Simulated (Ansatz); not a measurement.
CrCl3, relaxed as a quartet with UKS B3LYP-D4/def2-SVP in Ansatz, starting from the GFN2-xTB geometry. Force threshold 0.02 eV/Å.

Start:

```xyz
4

Cr    0.0005    0.0009    0.0003
Cl   -1.1419    1.3019   -1.1269
Cl    2.0118   -0.2299   -0.4084
Cl   -0.8705   -1.0728    1.5351
```

```json
{"step": "1", "energy (eV)": "-65979.3959", "largest force component (eV/Å)": "1.395", "SCF passes": "94"}
{"step": "2", "energy (eV)": "-65979.5439", "largest force component (eV/Å)": "0.018", "SCF passes": "69"}
{"step": "3", "energy (eV)": "-65979.5440", "largest force component (eV/Å)": "0.010", "SCF passes": "65"}
{"step": "4", "energy (eV)": "-65979.5440", "largest force component (eV/Å)": "0.004", "SCF passes": "59"}
{"step": "5", "energy (eV)": "-65979.5441", "largest force component (eV/Å)": "0.004", "SCF passes": "56"}
{"step": "6 (rejected)", "energy (eV)": "-65979.5425", "largest force component (eV/Å)": "0.112", "SCF passes": "61"}
{"step": "7", "energy (eV)": "-65979.5441", "largest force component (eV/Å)": "0.009", "SCF passes": "69"}
{"step": "8 (rejected)", "energy (eV)": "-65979.5421", "largest force component (eV/Å)": "0.094", "SCF passes": "61"}
{"step": "9", "energy (eV)": "-65979.5442", "largest force component (eV/Å)": "0.008", "SCF passes": "66"}
```

Force components are those of the run's own axes.

End:

```xyz
4

Cr    0.014    0.048    0.042
Cl   -1.186    1.332   -1.181
Cl    2.079   -0.253   -0.437
Cl   -0.906   -1.127    1.576
```

By distances, no bond broke or formed. The bond that changes most is Cr1–Cl3, from 2.07 to 2.14 Å (atoms count from 1).

The force fell under the threshold at step 2, but the optimiser went on. No frequencies were taken in this run, so the end may be a saddle point.

Hardware: 2 threads of AMD EPYC 7R43 on a shared host. Wall time 56 s.
